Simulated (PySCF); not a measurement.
A structure optimised at PBE-D3(BJ)/def2-SVP, used in a PySCF frequency run:

```xyz
10

O      1.8946    -0.8363     0.2066
Si     0.3079    -0.6361     0.7071
C     -1.1287    -1.0490    -0.4755
N     -1.4931     0.1783    -0.7138
C     -0.5842     0.9926     0.1329
F      0.1884     1.8344    -0.6521
H      2.1123    -0.3982    -0.6364
H      0.3039    -1.1528     2.1186
H     -1.6697    -1.8943    -0.9471
H     -1.1796     1.6208     0.8338
```

Task: Write its SMILES and formula.

Result: O[Si@@H]1C=N[C@@H]1F, C₂H₄FNOSi

Task: What are its rotational constants (standard atomic weights)?

Result: 4.1305, 2.8078, 1.9740 GHz
